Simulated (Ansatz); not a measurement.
## Interaction energy ladder

The pair of Br⁻ (SMILES [Br-], atom 1) and HBr (SMILES Br, atoms 2–3), both closed shells, in one local arrangement (a lower one may exist), relaxed at PBE0-D4/def2-TZVPD:

```
atom    x (Å)    y (Å)    z (Å)
 Br1  -0.1156   0.1375  -1.7029
 Br2   0.1156  -0.1375   1.7031
  H3   0.0000   0.0000  -0.0002
```

Program: Ansatz 0.2.0. Basis: def2-TZVPPD, with def2-QZVPPD for the basis limit. Cores are frozen in the correlated methods. Filled d shells of the heavier atoms are correlated. The def2 sets are not built for correlating such inner shells, so the correlated values are less sure here. B3LYP uses VWN-RPA correlation. Extrapolation: Hartree–Fock as exp(−7.88 √X), correlation as X^−2.97. Interaction energies count from these two fragments, frozen as in the pair, with the counterpoise correction; negative means bound.

Problem. What is the interaction energy by CCSD(T) at an estimated basis limit (MP2 extrapolated from triple and quadruple zeta, plus CCSD(T) − MP2 in triple zeta)? (To be estimated.)

Solution. Computed: -37.68 kcal/mol. Hartree–Fock alone gives -30.42 kcal/mol at the basis limit. It counts from the two fragments frozen as in the pair.

The same quantity by other methods in triple zeta, and each one's difference from that estimate:
| method | E_int (kcal/mol) | difference |
| --- | --- | --- |
| PBE-D4 | -40.68 | -3.00 |
| revPBE-D4 | -39.06 | -1.38 |
| BLYP-D4 | -37.17 | 0.51 |
| r2SCAN-D4 | -41.55 | -3.87 |
| B97M-V | -38.15 | -0.46 |
| PBE0-D4 | -40.90 | -3.22 |
| B3LYP-D4 | -38.10 | -0.42 |
| HSE06-D4 | -41.10 | -3.42 |
| wB97X-V | -37.80 | -0.12 |
| wB97M-V | -37.09 | 0.60 |
| B2PLYP | -36.87 | 0.82 |
| HF | -30.49 | 7.19 |
| MP2 | -38.24 | -0.56 |
| CCSD | -33.31 | 4.38 |
| CCSD(T) | -34.29 | 3.40 |
Differences are method less estimate.

Problem. Which atoms make the shortest contact between the fragments?

Solution. Br1 and H3, 1.71 Å apart.

Energy to bend the free fragments (PBE0-D4 minima) into their shapes in the pair, CCSD(T)/def2-TZVPPD: HBr 16.59 kcal/mol. This must be added to the interaction energy to get the binding energy from relaxed fragments.

Basis-set superposition shift (counterpoise-corrected less uncorrected): CCSD(T) 2.77; MP2 2.75; HF 0.23; PBE0-D4 0.29; wB97M-V 0.24 kcal/mol.

T1 diagnostic: at most 0.007.

For scale, one of the runs: CCSD(T)/def2-TZVPPD, 131 basis functions, launched by `ansatz run in.yaml --threads 2 --pin off --events-out ev --progress --plain --max-ram 5222MiB`. Hardware: 2 CPU threads of an Intel Xeon Platinum 8488C, shared host. Wall time about 6 s.
